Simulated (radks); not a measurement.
Values are calculated unless marked as measured or tabulated.
Question: Ionisation of neutral chromium, [Ar] 3d5 4s1, to [Ar] 3d5 as the strength of local exchange is varied. Level of theory: non-relativistic Kohn-Sham, Slater X-alpha exchange (alpha = 2/3 is LDA exchange), no correlation, spin-polarised, spherical densities, point nucleus; open shells are filled with parallel spins first (a radial shooting solver on a logarithmic mesh with Libxc functionals).

| alpha | E(Cr) (hartree) | exchange (hartree) | IE (eV) | -e of the level emptied (eV) | <r> of it (bohr) |
|---|---|---|---|---|---|
| 0.613 | -1036.70025 | -40.73556 | 6.738 | 3.844 (4s) | 3.426 |
| 0.667 | -1040.29545 | -44.49067 | 7.022 | 4.112 (4s) | 3.376 |
| 0.723 | -1044.03804 | -48.41285 | 7.322 | 4.403 (4s) | 3.323 |
| 0.754 | -1046.11605 | -50.59626 | 7.491 | 4.569 (4s) | 3.295 |
| 0.764 | -1046.78732 | -51.30243 | 7.546 | 4.623 (4s) | 3.286 |
| 0.827 | -1051.02686 | -55.77199 | 7.897 | 4.972 (4s) | 3.228 |
| 0.858 | -1053.11967 | -57.98434 | 8.072 | 5.149 (4s) | 3.201 |
| ? | -1065.42644 | -71.07180 | 9.130 | 6.242 (4s) | 3.047 |

Which alpha was used in the last row?

Answer: alpha = 1.039. NIST Atomic Spectra Database: 6.767 eV (measured). The Delta-SCF value meets it near alpha = 0.62. Open shells are spherical and high-spin; term and fine-structure splittings are not resolved.
